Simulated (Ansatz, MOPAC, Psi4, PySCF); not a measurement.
Pair of molecules: CH5N (SMILES CN) (first 7 atoms) with CH4S (SMILES CS); geometry from B3LYP-D3(BJ)/def2-TZVP, rigid monomers moved along the line of their centres of mass till N2···H13 is 3.88 Å.
(charge 0, multiplicity 1):
```tsv
atom	x (Å)	y (Å)	z (Å)
C	0.4179	0.3904	0.4630
N	-0.3624	-0.8173	0.7383
H	1.4249	0.2622	0.8616
H	-0.0348	1.2331	0.9871
H	0.5030	0.6492	-0.5993
H	0.0695	-1.6356	0.3269
H	-1.2953	-0.7431	0.3505
C	1.1348	0.1831	6.0076
S	-0.6727	0.0008	5.8538
H	1.5228	0.9013	5.2873
H	1.3317	0.5543	7.0119
H	1.6375	-0.7743	5.8845
H	-0.6661	-0.4938	4.5925
```

Monomers are frozen at their geometry in the pair; levels with a basis set take the counterpoise correction. Rows marked so take none.

Correlated levels freeze the cores. Rows in 6-31G* carry no dispersion term and start afresh at each structure (6-31G* with six Cartesian d functions). The state that PM7 reach isn't checked; PM7 holds dispersion and hydrogen-bond terms.

The values were computed with Ansatz (Gaussian orbitals); MOPAC for PM7 (differences of heats of formation); Psi4 for SAPT; PySCF for 6-31G* rows, the dispersion terms. 

```json
[
 {"level": "PM7", "interaction energy (meV)": "-61.0"},
 {"level": "HF/aug-cc-pV(D+d)Z", "interaction energy (meV)": "-26.6"},
 {"level": "PBE/def2-TZVPPD", "interaction energy (meV)": "-31.4"},
 {"level": "PBE-D4/def2-TZVPPD", "interaction energy (meV)": "-42.7"},
 {"level": "B3LYP-D3(BJ)/def2-TZVPPD", "interaction energy (meV)": "-35.7"},
 {"level": "M06-2X/6-31G* (no counterpoise)", "interaction energy (meV)": "-41.1"},
 {"level": "wB97X-V/def2-TZVPPD", "interaction energy (meV)": "-38.9"},
 {"level": "CCSD(T)/aug-cc-pV(D+d)Z", "interaction energy (meV)": "[?]"},
 {"level": "SAPT0/jun-cc-pV(D+d)Z", "interaction energy (meV)": "-38.9"}
]
```

Q: Complete the blanks.

A: 
- CCSD(T)/aug-cc-pV(D+d)Z, interaction energy (meV): -38.0

Ansatz is an electronic-structure program.
